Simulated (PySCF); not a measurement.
How well do the runs reproduce experiment for chlorobenzene?

**The experiment to reproduce.**

NIST CCCBDB Release 22 (SRD 101), experimental dipoles lists, for the gas: dipole moment 1.78 ± 0.06 D.

The results are set against them at the end.

Species: chlorobenzene, C6H5Cl.
Numbering: `[Cl:1][c:2]1[cH:3][cH:4][cH:5][cH:6][cH:7]1` (hydrogens: H8 on C3; H9 on C4; H10 on C5; H11 on C6; H12 on C7)

Geometry (PBE0/6-31+G*, Å), atoms numbered from 1 in this order:
```
atom  x, y, z in Å
Cl1    4.0472    0.4201    0.0119
C2     2.3117    0.2876    0.0150
C3     1.5397    1.4466    0.0310
C4     0.1507    1.3348    0.0334
C5    -0.4576    0.0808    0.0201
C6     0.3306   -1.0687    0.0043
C7     1.7209   -0.9735    0.0016
H8     2.0220    2.4192    0.0412
H9    -0.4561    2.2366    0.0457
H10   -1.5412   -0.0001    0.0221
H11   -0.1358   -2.0505   -0.0061
H12    2.3421   -1.8638   -0.0106
```

The PySCF runs (gas phase, on this PBE0/6-31+G* geometry; no spin–orbit coupling):

```
                     level                                          job  basis functions  wall time
PBE0/6-31+G*, grid level 1  geometry optimisation from a GFN2-xTB start              140       33 s
```

Hardware: one thread of an Arm Neoverse V1, no GPU, on a shared host.

All basis functions are spherical.

**Comparison with experiment**

**Dipole moment.** Measured: 1.78 D (NIST CCCBDB Release 22 (SRD 101), experimental dipoles).

```json
{"level": "PBE0/6-31+G*", "computed (D)": "1.84", "computed − measured (D)": "+0.06", "% (from the printed values)": "+3"}
```

The computed dipoles belong to one fixed geometry; measured ones are averaged over vibrations unless marked μe. Magnitudes are compared, not signs.

No measured geometry was used, and the causes of the misses weren't examined.
